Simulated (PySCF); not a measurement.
**Spinor energies of Ni(19+) (nickel, charge +19)**

Start: [He] 2s2 2p5; 2p1/2 filled at m_j = -1/2, +1/2; 2p3/2 filled at m_j = -1/2, +1/2, +3/2. Calculated with PySCF 2.14 in an uncontracted even-tempered set (18 s from 4.6 bohr⁻², ratio 2.4; 12 p from 6 bohr⁻², ratio 2.4; 5 d from 26 bohr⁻², ratio 2.6; 5 f from 40 bohr⁻², ratio 2.6): generalised Hartree-Fock with the X2C-1e Hamiltonian and a Gaussian nucleus; one run each with spin-orbit coupling (SO) switched off, then screened by Boettger's factors.

| spinor shell | electrons | ε, spin-free (eV) | ε, screened SO (eV) | weight of nominal j (screened SO) | rms radius, screened SO (bohr) |
| --- | --- | --- | --- | --- | --- |
| 1s1/2 | 2 | -9227.6 | -9226.9 | 1.000 | 0.0623 |
| 2s1/2 | 2 | -1786.9 | -1786.7 | 1.000 | 0.257 |
| 2p1/2 | 2 | -1656.8 | -1669.5 | 0.952 | 0.226 |
| 2p3/2 | 3 | -1656.8 | -1650.4 | 0.968 | 0.229 |

```
   quantity    spin-free  screened SO
E (hartree)  -1293.06879  -1293.32037
        M_J          3/2          3/2
       ⟨J²⟩        3.750        3.750
       ⟨L²⟩        2.000        2.001
       ⟨S²⟩        0.750        0.750
```

Each row is a mean over spinors that exchange with the open shell spreads, by up to 21.208 eV (2s1/2).

Without spin-orbit coupling the j labels of p, d and f shells carry no meaning; the spin-free column gives the mean over the occupied spinors of each nl shell.
